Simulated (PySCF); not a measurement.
Exercise with solution: entropy of an ideal gas

Si(H)(SH)3 (H4S3Si), SMILES S[SiH](S)S.

Geometry: PBE-D3(BJ)/def2-SVP. The values are those of a single conformer.

PBE-D3(BJ)/def2-SVP (PySCF) gives the harmonic wavenumbers 108, 139, 183, 207, 223, 267, 422, 521, 534, 634, 676, 729, 766, 836, 2168, 2600, 2603, 2612 cm⁻¹ and the rotational temperatures 0.1158, 0.1008, 0.0585 K. The molar mass is 128.30 g/mol, the symmetry number 1, the spin multiplicity 1.

Work out the entropy at 298.15 K and 1 atm in the rigid-rotor, harmonic-oscillator model.


Translation (Sackur–Tetrode at 1 atm): S = R[1.5 ln M + 2.5 ln T − 1.16487] = 169.3 J/(mol K).
Rotation: q = (√π/σ) T^1.5/√(θA θB θC) = 349000, S = R[ln q + 3/2] = 118.6 J/(mol K).
Vibration: with u = 1.4388 ν/T, each mode gives R[u/(e^u − 1) − ln(1 − e^−u)]:
```json
[
 {"ν (cm⁻¹)": "108", "modes": "1", "u": "0.52", "S (J/(mol K))": "13.83"},
 {"ν (cm⁻¹)": "139", "modes": "1", "u": "0.67", "S (J/(mol K))": "11.79"},
 {"ν (cm⁻¹)": "183", "modes": "1", "u": "0.88", "S (J/(mol K))": "9.61"},
 {"ν (cm⁻¹)": "207", "modes": "1", "u": "1.00", "S (J/(mol K))": "8.66"},
 {"ν (cm⁻¹)": "223", "modes": "1", "u": "1.08", "S (J/(mol K))": "8.09"},
 {"ν (cm⁻¹)": "267", "modes": "1", "u": "1.29", "S (J/(mol K))": "6.76"},
 {"ν (cm⁻¹)": "422", "modes": "1", "u": "2.04", "S (J/(mol K))": "3.70"},
 {"ν (cm⁻¹)": "521", "modes": "1", "u": "2.51", "S (J/(mol K))": "2.54"},
 {"ν (cm⁻¹)": "534", "modes": "1", "u": "2.58", "S (J/(mol K))": "2.42"},
 {"ν (cm⁻¹)": "634", "modes": "1", "u": "3.06", "S (J/(mol K))": "1.65"},
 {"ν (cm⁻¹)": "676", "modes": "1", "u": "3.26", "S (J/(mol K))": "1.41"},
 {"ν (cm⁻¹)": "729", "modes": "1", "u": "3.52", "S (J/(mol K))": "1.14"},
 {"ν (cm⁻¹)": "766", "modes": "1", "u": "3.70", "S (J/(mol K))": "0.99"},
 {"ν (cm⁻¹)": "836", "modes": "1", "u": "4.03", "S (J/(mol K))": "0.75"}
]
```
The stiffer modes add less than 0.005 each. Sum 73.4 J/(mol K).
Spin: R ln 1 = 0.0 J/(mol K).
Total 361.2 J/(mol K); the program's own thermochemistry gives 361.3. Translation makes up 47 % and vibration 20 %. Anharmonicity, hindered rotation and orbital degeneracy are left out.
